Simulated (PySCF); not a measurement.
Excitation energy of Pd²⁺ by level of theory

Pd²⁺ [Kr] 4d8 (3F) → Pd²⁺ [Kr] 4d7 5s1, s spin flipped, as a difference of total energies. All numbers are calculated (PySCF 2.14, the spin-free X2C one-electron Hamiltonian (Gaussian nucleus), in ANO-RCC-VTZP). Correlated levels: valence and next inner shell: [Ar] 3d10 frozen. The calculations carry no spin-orbit coupling.

```tsv
method	excitation energy (cm⁻¹)
UHF	60698
MP2 (valence and next inner shell)	64454
SCS-MP2 (valence and next inner shell)	64219
```

The upper determinant mixes two multiplicities, so it lies between the two terms.

The basis was made for the ground configuration and has no added diffuse functions, so the excitation energy can come out too high.
